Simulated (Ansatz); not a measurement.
`CB(Cl)N([SiH3])[SiH3]`, relaxed with RKS PBE-D4/def2-SVP in the Gaussian-basis code of Ansatz from a rough embedded geometry. The force threshold is 0.03 eV/Å; the program also tests the step.

Total charge 0; spin multiplicity 1.

Start:

```xyz
15

C     2.154   -0.940    0.314
B     0.635   -0.694    0.416
Cl   -0.315   -1.824    1.497
N    -0.098    0.466   -0.343
Si   -1.283   -0.165   -1.441
Si   -0.810    1.580    0.807
H     2.485   -1.800    0.874
H     2.693   -0.011    0.601
H     2.432   -1.152   -0.822
H    -1.867    0.900   -2.230
H    -2.337   -0.867   -0.685
H    -0.696   -1.164   -2.385
H    -1.335    2.741    0.067
H     0.217    2.054    1.764
H    -1.876    0.876    1.567
```

Problem. How much energy does the relaxation release, and in how many steps? (An estimate is asked.)

Solution. Ansatz gave: 108.84 kJ/mol, in 20 steps.

Problem. Which bonds change most? (Estimate.)

Solution. Ansatz gave: B2–N4 from 1.568 to 1.425 Å; C1–H9 from 1.189 to 1.111 Å; N4–Si5 from 1.734 to 1.799 Å; Si5–H10 from 1.448 to 1.507 Å.

Problem. Give the relaxed structure. (Best estimate.)

Solution. The calculation gave: 
```xyz
15

C     2.045   -0.702    0.817
B     0.692   -0.907    0.043
Cl    0.443   -2.544   -0.696
N    -0.362    0.030   -0.165
Si   -1.782   -0.456   -1.157
Si   -0.399    1.698    0.470
H     2.157   -1.481    1.600
H     2.169    0.289    1.292
H     2.895   -0.859    0.118
H    -2.642    0.781   -1.205
H    -2.566   -1.559   -0.510
H    -1.388   -0.818   -2.556
H    -0.354    2.682   -0.666
H     0.768    1.935    1.380
H    -1.675    1.910    1.237
```
